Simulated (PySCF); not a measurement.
Planning an excited-state job on `C=C(C)CCB(F)F`.

Method: TDDFT wB97X-D/def2-SVPD, vertical, gas phase, core orbitals frozen in the response (PySCF 2.14.0, density-fitted response routines). Geometry: GFN2-xTB. Work: 8 singlets by full TDDFT, 3 Tamm–Dancoff triplets, polarisability, density fitting. The command runs a driver script over a list of jobs; the input below is this job's line of settings and its coordinates in Å.

Command:
```bash
OMP_NUM_THREADS=1 python probes_run.py task.json out
```

Input:
```
{"job": {"kind": "uv", "xc": "wB97X-D", "basis": "def2-SVPD", "nstates": 8, "ntriplets": 3}, "charge": 0, "multiplicity": 1}
C     -0.712654     0.215769    -1.371668
C     -0.863699     0.214246    -0.057906
C     -2.052816     0.848813     0.601653
C      0.119878    -0.389515     0.908788
C      1.342798    -1.045080     0.254451
B      2.205839    -0.046339    -0.614322
F      2.318006     1.238651    -0.343218
F      2.935666    -0.433430    -1.644766
H      0.136067    -0.223806    -1.867330
H     -1.441328     0.674588    -2.018077
H     -1.731309     1.681380     1.226866
H     -2.755807     1.221444    -0.137955
H     -2.564359     0.131876     1.242782
H      0.459439     0.403292     1.581188
H     -0.403639    -1.129429     1.521363
H      1.027206    -1.901528    -0.343483
H      1.973715    -1.448902     1.051721
```

Hardware: Arm Neoverse N1, one thread, no GPU, shared host. PySCF's memory limit was set to 1040 MB.

Question: How large is the basis?

Answer: 238 functions for 62 electrons, with 822 fitting functions; the fitted three-index integrals, 822 × 238 × 239/2 numbers of 8 bytes, come to 180 MiB.

Question: Estimate the wall time.

Answer: About 1.7 min. The SCF took 13 cycles.

Question: Estimate the peak memory.

Answer: About 1.0 GiB. Peak memory is the resident size of the whole Python process, interpreter and libraries included.

Question: At this speed, how long would 500 such jobs take on 16 cores, one job a core?

Answer: 500/16 gives 32 rounds of 1.7 min, about 54 min of wall time and 14 core-hours, if the jobs don't slow each other.

Times come from a shared host and carry two figures at best.

The run converged: HOMO -9.27 eV, LUMO 1.96 eV; lowest singlet 7.19 eV; lowest triplet 4.64 eV (Tamm–Dancoff); mean polarisability 72.6 au.
